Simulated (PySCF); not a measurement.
Isomers of C8H16N2, mass 140.131 u with the commonest isotopes. Method used: PBE0/pcSseg-1 in PySCF (dipole) on a GFN2-xTB geometry, gas phase. One conformer each, none proved a minimum here; rigid rotors.

Question: Order these by rotational constant B, smallest first.
A. `[CH2:1]=[CH:2][CH2:3][N:4]1[C@H:5]([CH3:6])[CH2:7][CH2:8][N:9]1[CH3:10]` with C1–C2–C3–N4 -126°, C2–C3–N4–C5 176°, C3–N4–C5–C6 -112°, N4–C5–C7–C8 -21°, C5–C7–C8–N9 33°, C7–C8–N9–C10 87°
B. `[CH2:1]1[CH2:2][CH2:3][N:4]([NH:5][CH:6]2[CH2:7][CH2:8]2)[CH2:9][CH2:10]1` with C3–N4–N5–C6 -80°, N4–N5–C6–C7 169°, C10–C1–C2–C3 -56°, C1–C2–C3–N4 58°, C2–C3–N4–N5 174°, N5–C6–C7–C8 -114°
C. `[CH3:1][CH2:2][CH2:3]/[C:4](=[N:5]/[NH:6][CH3:7])[CH:8]1[CH2:9][CH2:10]1` with C1–C2–C3–C4 180°, C2–C3–C4–N5 -116°, C4–N5–N6–C7 160°, C3–C4–C8–C9 108°

Answer: B (713.8 MHz), C (816.9 MHz), A (966.7 MHz).

Question: Order these by out-of-plane moment Σ m c² = (Ia + Ib − Ic)/2, smallest first.
A. `[CH2:1]=[CH:2][CH2:3][N:4]1[C@H:5]([CH3:6])[CH2:7][CH2:8][N:9]1[CH3:10]` with C1–C2–C3–N4 -126°, C2–C3–N4–C5 176°, C3–N4–C5–C6 -112°, N4–C5–C7–C8 -21°, C5–C7–C8–N9 33°, C7–C8–N9–C10 87°
B. `[CH2:1]1[CH2:2][CH2:3][N:4]([NH:5][CH:6]2[CH2:7][CH2:8]2)[CH2:9][CH2:10]1` with C3–N4–N5–C6 -80°, N4–N5–C6–C7 169°, C10–C1–C2–C3 -56°, C1–C2–C3–N4 58°, C2–C3–N4–N5 174°, N5–C6–C7–C8 -114°
C. `[CH2:1]=[CH:2][CH2:3][NH:4][N:5]([CH2:6][CH3:7])[CH:8]1[CH2:9][CH2:10]1` with C1–C2–C3–N4 139°, C2–C3–N4–N5 166°, C3–N4–N5–C6 -148°, N4–N5–C6–C7 66°, N4–N5–C8–C9 -91°
D. `[CH3:1][CH2:2][CH2:3]/[C:4](=[N:5]/[NH:6][CH3:7])[CH:8]1[CH2:9][CH2:10]1` with C1–C2–C3–C4 180°, C2–C3–C4–N5 -116°, C4–N5–N6–C7 160°, C3–C4–C8–C9 108°

Answer: B (25.76 u·Å²), C (27.86 u·Å²), D (28.27 u·Å²), A (75.45 u·Å²).

Question: Order these by radius of gyration √(Σ m r²/M), largest first.
A. `[CH3:1][CH2:2][CH2:3]/[C:4](=[N:5]/[NH:6][CH3:7])[CH:8]1[CH2:9][CH2:10]1` with C1–C2–C3–C4 180°, C2–C3–C4–N5 -116°, C4–N5–N6–C7 160°, C3–C4–C8–C9 108°
B. `[CH2:1]=[CH:2][CH2:3][N:4]1[C@H:5]([CH3:6])[CH2:7][CH2:8][N:9]1[CH3:10]` with C1–C2–C3–N4 -126°, C2–C3–N4–C5 176°, C3–N4–C5–C6 -112°, N4–C5–C7–C8 -21°, C5–C7–C8–N9 33°, C7–C8–N9–C10 87°
C. `[CH2:1]1[CH2:2][CH2:3][N:4]([NH:5][CH:6]2[CH2:7][CH2:8]2)[CH2:9][CH2:10]1` with C3–N4–N5–C6 -80°, N4–N5–C6–C7 169°, C10–C1–C2–C3 -56°, C1–C2–C3–N4 58°, C2–C3–N4–N5 174°, N5–C6–C7–C8 -114°

Answer: A (2.526 Å), C (2.437 Å), B (2.242 Å).

```csv
SMILES,point group,Ia (u·Å²),Ib (u·Å²),Ic (u·Å²),κ,μa (D),μb (D),μc (D)
C=CCN1[C@H](C)CCN1C,C1,257.30,522.79,629.19,-0.72,1.50,0.17,0.51
CCC/C(=N/NC)C1CC1,C1,303.66,618.69,865.80,-0.57,0.74,1.77,0.12
C1CCN(NC2CC2)CC1,C1,150.25,708.01,806.74,-0.94,0.26,0.90,0.71
C=CCNN(CC)C1CC1,C1,296.25,614.05,854.57,-0.58,0.57,0.91,0.74
```
